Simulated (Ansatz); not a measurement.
`C=[C](F)[GaH2]` + H₂ → `C=[CH][GaH2]` + H–F  (hydrogenolysis of a C–F bond)

Program: Ansatz. Geometries: PBE0-D4/def2-TZVP. ΔE: electronic, gas phase. CCSD(T)/CBS is the MP2 limit (def2-TZVPP, def2-QZVPP) plus CCSD(T) − MP2 in def2-TZVPP, frozen cores. This one scheme is used for every species. DFT in def2-TZVPP. For Ga outer-core shells are correlated without core-valence functions, which leaves a few kJ/mol of doubt a bond. Scalar relativity is left out up to krypton.

`C=[C](F)[GaH2]`:

Z-matrix (Å, degrees):
```
C
C 1 1.328
H 1 1.082 2 119.4
H 1 1.086 2 122.0 3 -180.0
F 2 1.355 1 118.0 3 180.0
Ga 2 1.966 1 124.3 3 0.0
H 6 1.566 2 115.9 1 0.0
H 6 1.562 2 120.4 1 -180.0
```

H₂:

```xyz
2

H    -0.276    0.194   -0.160
H     0.276   -0.194    0.160
```

`C=[CH][GaH2]`:

Cartesian coordinates in Å:
```
C 0.920 1.010 0.261
C 0.567 -0.276 0.282
Ga -1.174 -0.837 -0.394
H 0.257 1.779 -0.129
H 1.883 1.361 0.630
H 1.283 -0.991 0.687
H -2.112 0.294 -0.952
H -1.624 -2.340 -0.386
```

H–F:

Z-matrix (Å, degrees):
```
F
H 1 0.920
```

Is it downhill or uphill in electronic energy at CCSD(T)/CBS, and by how much? (An estimate is asked.)

Computed: Downhill: ΔE = -1.01 eV.

What do these levels give: PBE0-D4, r2SCANh-D4, r2SCAN0-D4, PBE, CCSD(T)/def2-TZVPP, CCSD/CBS(def2)? (Estimate.)

Ansatz gave: PBE0-D4 -0.89, r2SCANh-D4 -0.83, r2SCAN0-D4 -0.89, PBE -0.78, CCSD(T)/def2-TZVPP -0.98, CCSD/CBS(def2) -1.05 eV.

Largest T1 diagnostic among the species: 0.013.

From r2SCAN to r2SCAN0 (25 % exact exchange), in def2-TZVPP and without D4, ΔE moves by −0.11 eV. At CCSD(T), def2-SVP lies +0.16 eV from the extrapolated value and def2-TZVPP +0.03 eV.
